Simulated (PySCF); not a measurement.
Cl3MoO (SMILES [O]=[Mo]([Cl])([Cl])[Cl]), doublet, at a GFN2-xTB geometry (such geometries of metal compounds can be far from the true shape) (the multiplicity is a formal guess) (core potentials on Mo); DF-M062X/def2-SVP run with PySCF.

PySCF was given this input:
```python
from pyscf import gto, scf, dft

mol = gto.M(
    atom='''
Mo    0.386421   -0.081189   -0.012300
O     1.593814   -0.796268   -0.848410
Cl    0.476278    0.967153    1.829884
Cl   -0.833725    1.143565   -1.474919
Cl   -1.347271   -1.535418    0.074675
''',
    basis='def2-svp',
    ecp={'Mo': 'def2-svp'},
    charge=0,
    spin=1,
    verbose=4,
)

mf = dft.UKS(mol)
mf.xc = 'm062x'
mf.diis = False
mf.damp = 0.3
mf.diis_start_cycle = 200
mf.max_cycle = 150
mf = mf.density_fit(auxbasis='def2-universal-jkfit')
mf.kernel()
```

It wrote (shortened):

```
PySCF version 2.14.0

[INPUT] verbose = 4
[INPUT] num. atoms = 5
[INPUT] num. electrons = 73
[INPUT] charge = 0
[INPUT] spin (= nelec alpha-beta = 2S) = 1
[INPUT] symmetry False subgroup None
[INPUT] Mole.unit = angstrom
[INPUT] Symbol           X                Y                Z      unit          X                Y                Z       unit  Magmom
[...]
nuclear repulsion = 408.162782483466
number of shells = 41
number of NR pGTOs = 189
number of NR cGTOs = 99
basis = def2-svp
ecp = {'Mo': 'def2-svp'}

******** <class 'pyscf.df.df_jk.DFUKS'> ********
method = DFUKS
initial guess = minao
damping factor = 0.3
level_shift factor = 0
DIIS disabled
SCF conv_tol = 1e-09
SCF conv_tol_grad = None
SCF max_cycles = 150
direct_scf = False
number electrons alpha = 37  beta = 36
XC library pyscf.dft.libxc version 7.1.2
    S. Lehtola, C. Steigemann, M. J. T. Oliveira, and M. A. L. Marques,  SoftwareX 7, 1–5 (2018)
XC functionals = m062x
    Y. Zhao and D. G. Truhlar,  Theor. Chem. Acc. 120, 215 (2008)
    Y. Zhao and D. G. Truhlar,  Theor. Chem. Acc. 120, 215 (2008)
radial grids:
    Treutler-Ahlrichs [JCP 102, 346 (1995); DOI:10.1063/1.469408] (M4) radial grids

becke partition: Becke, JCP 88, 2547 (1988); DOI:10.1063/1.454033
pruning grids: <function nwchem_prune>
grids dens level: 3
symmetrized grids: False
atomic radii adjust function: <function treutler_atomic_radii_adjust>
small_rho_cutoff = 0
Set gradient conv threshold to 3.16228e-05
tot grids = 93160
******** <class 'pyscf.df.df.DF'> ********
auxbasis = def2-universal-jkfit
init E= -1515.85414987935

cycle= 1 E= -1523.32308919196  delta_E= -7.47  |g|= 0.67  |ddm|=  2.4
cycle= 2 E= -1522.95012915883  delta_E= 0.373  |g|=  1.2  |ddm|= 1.14
cycle= 3 E= -1522.69979620764  delta_E= 0.25  |g|= 1.36  |ddm|= 1.62
cycle= 4 E= -1520.67145860905  delta_E= 2.03  |g|= 2.63  |ddm|= 2.44
cycle= 5 E= -1519.99114830995  delta_E= 0.68  |g|= 2.55  |ddm|= 4.05
cycle= 6 E= -1513.95889920081  delta_E= 6.03  |g|= 3.85  |ddm|= 5.12
cycle= 7 E= -1514.57816361568  delta_E= -0.619  |g|= 3.97  |ddm|= 6.16
cycle= 8 E= -1508.58590076929  delta_E= 5.99  |g|= 4.41  |ddm|= 6.95
cycle= 9 E= -1504.09946511389  delta_E= 4.49  |g|= 5.41  |ddm|= 8.25
cycle= 10 E= -1466.98965343975  delta_E= 37.1  |g|=  8.7  |ddm|= 11.8

cycle= 11 E= -1477.48921905131  delta_E= -10.5  |g|= 7.67  |ddm|= 15.8

cycle= 12 E= -1437.80995577033  delta_E= 39.7  |g|= 9.36  |ddm|= 16.4

cycle= 13 E= -1465.08694577705  delta_E= -27.3  |g|= 7.88  |ddm|= 16.1

[...]
cycle= 118 E= -1444.03798922544  delta_E= 13.9  |g|= 8.53  |ddm|= 16.7
cycle= 119 E= -1457.98451761463  delta_E= -13.9  |g|= 8.77  |ddm|= 16.7
cycle= 120 E= -1444.03794203332  delta_E= 13.9  |g|= 8.53  |ddm|= 16.7
cycle= 121 E= -1457.98451013163  delta_E= -13.9  |g|= 8.77  |ddm|= 16.7
cycle= 122 E= -1444.03798592027  delta_E= 13.9  |g|= 8.53  |ddm|= 16.7
cycle= 123 E= -1457.98451687214  delta_E= -13.9  |g|= 8.77  |ddm|= 16.7
cycle= 124 E= -1444.03794436952  delta_E= 13.9  |g|= 8.53  |ddm|= 16.7
cycle= 125 E= -1457.98451030528  delta_E= -13.9  |g|= 8.77  |ddm|= 16.7
cycle= 126 E= -1444.03798305247  delta_E= 13.9  |g|= 8.53  |ddm|= 16.7
cycle= 127 E= -1457.98451624958  delta_E= -13.9  |g|= 8.77  |ddm|= 16.7
cycle= 128 E= -1444.03794646671  delta_E= 13.9  |g|= 8.53  |ddm|= 16.7
cycle= 129 E= -1457.98451048279  delta_E= -13.9  |g|= 8.77  |ddm|= 16.7
cycle= 130 E= -1444.0379805601  delta_E= 13.9  |g|= 8.53  |ddm|= 16.7
cycle= 131 E= -1457.98451572555  delta_E= -13.9  |g|= 8.77  |ddm|= 16.7
cycle= 132 E= -1444.03794834452  delta_E= 13.9  |g|= 8.53  |ddm|= 16.7
cycle= 133 E= -1457.98451065864  delta_E= -13.9  |g|= 8.77  |ddm|= 16.7
cycle= 134 E= -1444.03797839083  delta_E= 13.9  |g|= 8.53  |ddm|= 16.7
cycle= 135 E= -1457.98451528278  delta_E= -13.9  |g|= 8.77  |ddm|= 16.7
cycle= 136 E= -1444.03795002223  delta_E= 13.9  |g|= 8.53  |ddm|= 16.7
cycle= 137 E= -1457.98451082896  delta_E= -13.9  |g|= 8.77  |ddm|= 16.7
cycle= 138 E= -1444.03797650032  delta_E= 13.9  |g|= 8.53  |ddm|= 16.7
cycle= 139 E= -1457.98451490734  delta_E= -13.9  |g|= 8.77  |ddm|= 16.7
cycle= 140 E= -1444.03795151838  delta_E= 13.9  |g|= 8.53  |ddm|= 16.7
cycle= 141 E= -1457.98451099109  delta_E= -13.9  |g|= 8.77  |ddm|= 16.7
cycle= 142 E= -1444.03797485083  delta_E= 13.9  |g|= 8.53  |ddm|= 16.7
cycle= 143 E= -1457.98451458787  delta_E= -13.9  |g|= 8.77  |ddm|= 16.7
cycle= 144 E= -1444.03795285052  delta_E= 13.9  |g|= 8.53  |ddm|= 16.7
cycle= 145 E= -1457.98451114337  delta_E= -13.9  |g|= 8.77  |ddm|= 16.7
cycle= 146 E= -1444.03797341012  delta_E= 13.9  |g|= 8.53  |ddm|= 16.7
cycle= 147 E= -1457.98451431517  delta_E= -13.9  |g|= 8.77  |ddm|= 16.7
cycle= 148 E= -1444.03795403499  delta_E= 13.9  |g|= 8.53  |ddm|= 16.7
cycle= 149 E= -1457.98451128492  delta_E= -13.9  |g|= 8.77  |ddm|= 16.7
cycle= 150 E= -1444.03797215057  delta_E= 13.9  |g|= 8.53  |ddm|= 16.7
SCF not converged.
SCF energy = -1444.03797215057 after 150 cycles  <S^2> = 0.75060565  2S+1 = 2.0006056
```

The run did not converge; its last values are not results.
